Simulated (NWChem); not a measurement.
System: CdH2SeO; SMILES [SeH][Cd][OH]

NWChem input:

```
start job
memory heap 200 mb stack 900 mb global 1100 mb
geometry units angstroms noautoz
  Cd    -0.520943     0.445862    -0.047127
  O     -1.038933     2.333892    -0.272149
  H     -0.726789     2.877770     0.460193
  Se     0.032947    -1.920346     0.187553
  H      1.312223    -1.736783    -0.519385
end
basis spherical
  Cd library def2-svp
  O library def2-svp
  H library def2-svp
  Se library def2-svp
end
ecp
  Cd library def2-ecp
end
dft
  xc b3lyp
  iterations 150
  vectors input atomic output neutral.movecs
end
task dft energy
charge 1
dft
  odft
  mult 2
  vectors input atomic output cation.movecs
end
task dft energy
```

Excerpt of the output:

```
             Northwest Computational Chemistry Package (NWChem) 7.3.0
             --------------------------------------------------------

 C1  symmetry detected

                             Geometry "geometry" -> ""
                             -------------------------

 Output coordinates in angstroms (scale by  1.889725989 to convert to a.u.)

  No.       Tag          Charge          X              Y              Z
 ---- ---------------- ---------- -------------- -------------- --------------
    1 Cd                  48.0000    -0.00302728     0.73257839    -0.00233988
    2 O                    8.0000    -0.02822786     2.70201737    -0.06776823
    3 H                    1.0000    -0.02000554     3.08710866     0.81608643
    4 Se                  34.0000    -0.03087610    -1.70873875    -0.00438780
    5 H                    1.0000     1.44092520    -1.76989310    -0.01244093

 Effective nuclear repulsion energy (a.u.)     529.7563543436

                                 NWChem DFT Module
                                 -----------------

 Summary of "ao basis" -> "ao basis" (spherical)
 ------------------------------------------------------------------------------
       Tag                 Description            Shells   Functions and Types
 ---------------- ------------------------------  ------  ---------------------
 Cd                         def2-svp                11       31   5s3p2d1f
 O                          def2-svp                 6       14   3s2p1d
 H                          def2-svp                 3        5   2s1p
 Se                         def2-svp                12       32   5s4p3d

            General Information
            -------------------
          SCF calculation type: DFT
          Wavefunction type:  closed shell.
          No. of atoms     :     5
          No. of electrons :    64
           Alpha electrons :    32
            Beta electrons :    32
          Charge           :     0
          Spin multiplicity:     1
          Use of symmetry is: off; symmetry adaption is: off
          Maximum number of iterations: 150
          AO basis - number of functions:    87
                     number of shells:    35
          Convergence on energy requested:  1.00D-06
          Convergence on density requested:  1.00D-05
          Convergence on gradient requested:  5.00D-04

              XC Information
              --------------
                         B3LYP Method XC Potential
                     Hartree-Fock (Exact) Exchange  0.200
                        Slater Exchange Functional  0.800 local
                    Becke 1988 Exchange Functional  0.720 non-local
              Lee-Yang-Parr Correlation Functional  0.810
                  VWN I RPA Correlation Functional  0.190 local

             Grid Information
             ----------------
          Grid used for XC integration:  medium
          Radial quadrature: Mura-Knowles
          Angular quadrature: Lebedev.
          Tag              B.-S. Rad. Rad. Pts. Rad. Cut. Ang. Pts.
          ---              ---------- --------- --------- ---------
          Cd                  1.55      123          10.0       590
          O                   0.60       49          12.0       434
          H                   0.35       45          12.0       434
          Se                  1.15      112          12.0       590
          Grid pruning is: on
          Number of quadrature shells:   374
          Spatial weights used:  Erf1

      Superposition of Atomic Density Guess
      -------------------------------------

 Sum of atomic energies:       -2667.17518315

      Non-variational initial energy
      ------------------------------

 Total energy =   -2642.449429
 1-e energy   =   -4247.630780
 2-e energy   =    1352.987794
 HOMO         =      -0.290270
 LUMO         =      -0.058415

   convergence    iter        energy       DeltaE   RMS-Dens  Diis-err
 ---------------- ----- ----------------- --------- --------- ---------
 d= 0,ls=0.0,diis     1  -2645.3673373520 -2.90D+03  2.71D-02  8.52D-01
 d= 0,ls=0.0,diis     2  -2644.6454638290  7.22D-01  1.99D-02  7.15D+00
 d= 0,ls=0.0,diis     3  -2645.4679444922 -8.22D-01  3.83D-03  6.65D-02
 d= 0,ls=0.0,diis     4  -2645.4729148442 -4.97D-03  1.82D-03  2.70D-02
 d= 0,ls=0.0,diis     5  -2645.4760000373 -3.09D-03  3.24D-04  8.97D-04
  Resetting Diis
 d= 0,ls=0.0,diis     6  -2645.4760963955 -9.64D-05  7.30D-05  6.13D-05
 d= 0,ls=0.0,diis     7  -2645.4761034629 -7.07D-06  3.41D-05  2.42D-06
 d= 0,ls=0.0,diis     8  -2645.4761030267  4.36D-07  2.10D-05  6.96D-06
 d= 0,ls=0.0,diis     9  -2645.4761037478 -7.21D-07  4.54D-06  3.17D-07

         Total DFT energy =    -2645.476103747767
      One electron energy =    -4248.826360723672
           Coulomb energy =     1463.216077196892
    Exchange-Corr. energy =     -112.059378332458
 Nuclear repulsion energy =      252.193558111471

 Numeric. integr. density =       63.999988085958

                       DFT Final Molecular Orbital Analysis
                       ------------------------------------

 Vector   30  Occ=2.000000D+00  E=-2.891564D-01
              MO Center= -1.3D-02,  6.1D-01, -5.4D-02, r^2= 5.9D+00
   Bfn.  Coefficient  Atom+Function         Bfn.  Coefficient  Atom+Function
  ----- ------------  ---------------      ----- ------------  ---------------
    36      0.375491  2 O  py                66      0.363222  4 Se py
    63      0.325466  4 Se py                39      0.286660  2 O  py
    37     -0.223625  2 O  pz                60     -0.209550  4 Se py
    40     -0.170020  2 O  pz                 7      0.165691  1 Cd py
    10     -0.156191  1 Cd py                54     -0.115469  4 Se s

 Vector   31  Occ=2.000000D+00  E=-2.765285D-01
              MO Center= -3.3D-02,  2.5D+00, -4.6D-02, r^2= 1.2D+00
   Bfn.  Coefficient  Atom+Function         Bfn.  Coefficient  Atom+Function
  ----- ------------  ---------------      ----- ------------  ---------------
    35      0.608296  2 O  px                38      0.466561  2 O  px
    15     -0.166728  1 Cd d -2              12      0.124858  1 Cd px
     9      0.077794  1 Cd px                 6     -0.067722  1 Cd px
    84     -0.058319  5 H  s                 55      0.052481  4 Se s
    66     -0.037268  4 Se py                83     -0.036706  5 H  s

 Vector   32  Occ=2.000000D+00  E=-2.433186D-01
              MO Center= -5.4D-03, -1.5D+00, -1.2D-02, r^2= 2.2D+00
   Bfn.  Coefficient  Atom+Function         Bfn.  Coefficient  Atom+Function
  ----- ------------  ---------------      ----- ------------  ---------------
    67      0.593011  4 Se pz                64      0.492904  4 Se pz
    61     -0.314962  4 Se pz                16      0.125868  1 Cd d -1
    58      0.102260  4 Se pz                14      0.092652  1 Cd pz
    11      0.063590  1 Cd pz                 8     -0.058489  1 Cd pz
    37     -0.051119  2 O  pz                47     -0.037501  3 H  s

 Vector   33  Occ=0.000000D+00  E=-5.864749D-02
              MO Center=  9.7D-02,  5.2D-01,  1.7D-01, r^2= 5.5D+00
   Bfn.  Coefficient  Atom+Function         Bfn.  Coefficient  Atom+Function
  ----- ------------  ---------------      ----- ------------  ---------------
     5      0.834264  1 Cd s                 66     -0.483955  4 Se py
     4      0.340602  1 Cd s                 34     -0.307258  2 O  s
    63     -0.259021  4 Se py                 2     -0.255714  1 Cd s
    55     -0.256616  4 Se s                 19     -0.243945  1 Cd d  2
    36      0.234943  2 O  py                54     -0.215540  4 Se s

 Vector   34  Occ=0.000000D+00  E=-2.216534D-02
              MO Center= -1.5D-01,  5.8D-01,  4.3D-03, r^2= 5.8D+00
   Bfn.  Coefficient  Atom+Function         Bfn.  Coefficient  Atom+Function
  ----- ------------  ---------------      ----- ------------  ---------------
    12      0.825990  1 Cd px                84     -0.409406  5 H  s
    55      0.289639  4 Se s                  9      0.282517  1 Cd px
     6     -0.231167  1 Cd px                35     -0.180440  2 O  px
    38     -0.177545  2 O  px                83     -0.172537  5 H  s
    65      0.140563  4 Se px                54      0.108977  4 Se s

 Vector   35  Occ=0.000000D+00  E=-1.526440D-02
              MO Center=  1.9D-03,  6.1D-01, -1.4D-01, r^2= 5.9D+00
   Bfn.  Coefficient  Atom+Function         Bfn.  Coefficient  Atom+Function
  ----- ------------  ---------------      ----- ------------  ---------------
    14      0.885528  1 Cd pz                67     -0.302751  4 Se pz
    11      0.285638  1 Cd pz                 8     -0.233454  1 Cd pz
    13      0.167630  1 Cd py                64     -0.153586  4 Se pz
    55      0.120650  4 Se s                  4     -0.116848  1 Cd s
    37     -0.117090  2 O  pz                61      0.098052  4 Se pz

     Multipole analysis of the density
     ---------------------------------

     L   x y z        total         alpha         beta         nuclear
     -   - - -        -----         -----         ----         -------
     0   0 0 0      0.000000    -32.000000    -32.000000     64.000000

     1   1 0 0      0.228591      0.034205      0.034205      0.160180
     1   0 1 0     -0.002139     19.380145     19.380145    -38.762428
     1   0 0 1      0.514130      0.195161      0.195161      0.123809

     2   2 0 0    -31.597929    -19.576502    -19.576502      7.555075
     2   1 1 0     -0.928691      2.165319      2.165319     -5.259328
     2   1 0 1     -0.038492      0.006111      0.006111     -0.050713
     2   0 2 0    -39.241793   -342.938207   -342.938207    646.634620
     2   0 1 1      3.523601     -0.554240     -0.554240      4.632081
     2   0 0 2    -33.296039    -17.904420    -17.904420      2.512802

                                 NWChem DFT Module
                                 -----------------

[...]
```

Level: B3LYP/def2-SVP with def2 effective core potentials on Cd, vertical spin-unrestricted ions. All runs use the structure optimised with PBE0/def2-SVP. B3LYP is NWChem's, with the RPA form of VWN correlation. def2 effective core potentials on Cd; no spin-orbit coupling.
